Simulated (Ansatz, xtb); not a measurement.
Relative energy of two isomers of C6H4BrN

We compare a, `C#Cc1[nH]ccc1Br`, a singlet, with b, `C#Cc1cc(Br)c[nH]1`, a singlet. Both are isolated molecules in the gas phase, relaxed with B3LYP/def2-SVP.

Quicker runs give these differences E(b) − E(a): GFN2-xTB −0.10 kcal/mol; HF/STO-3G +0.16 kcal/mol (at GFN2-xTB geometries); r2SCAN-D4/def2-SVP +0.16 kcal/mol (at GFN2-xTB geometries).

Q: Estimate which is lower in electronic energy at CCSD(T)/def2-SVP + ΔMP2/def2-TZVPP, and by roughly how much.

A: CCSD(T)/def2-SVP + ΔMP2/def2-TZVPP gives E(b) − E(a) = +0.24 kcal/mol, slightly favouring structure a, which is too small a margin to settle the true order.

Level by level:

```csv
level,geometry,E(b) − E(a) (kcal/mol),departure from the last row (kcal/mol),"job, with rough time for the two"
GFN2-xTB,GFN2-xTB,−0.10,−0.34,"optimisation, 0.13 s"
HF/STO-3G,GFN2-xTB,+0.16,−0.08,"single point, 0.84 s"
r2SCAN-D4/def2-SVP,GFN2-xTB,+0.16,−0.07,"single point, 8.4 s"
B3LYP/def2-SVP,B3LYP/def2-SVP,−0.27,−0.50,"optimisation, 73 s"
HF/def2-SVP,B3LYP/def2-SVP,−0.62,−0.86,part of the CCSD(T) run
MP2/def2-SVP,B3LYP/def2-SVP,+0.49,+0.26,part of the CCSD(T) run
CCSD(T)/def2-SVP,B3LYP/def2-SVP,+0.05,−0.19,single point
CCSD(T)/def2-SVP + ΔMP2/def2-TZVPP,B3LYP/def2-SVP,+0.24,,"single point, 3.8 min"
```

As drawn, both hold the same kinds of bond in the same numbers.

The largest departure from CCSD(T)/def2-SVP + ΔMP2/def2-TZVPP is that of HF/def2-SVP, 0.86 kcal/mol. The last row adds to CCSD(T) the change of the MP2 difference between the two basis sets, here +0.19 kcal/mol.

With thermal terms from frequencies at re-optimised GFN2-xTB minima (ideal gas, soft modes damped towards free rotors, one conformer each, 298.15 K, 1 atm): on the last row, ΔE + ΔZPE = +0.20, ΔH = +0.20, ΔG = +0.22 kcal/mol.

The correlated steps freeze 16 core orbitals; the filled d shell of Br is correlated, in a basis made for valence electrons. Codes used: Ansatz 0.2.0, xtb 6.7.1; the last row on 2 threads of Arm Neoverse V2 on a shared host.
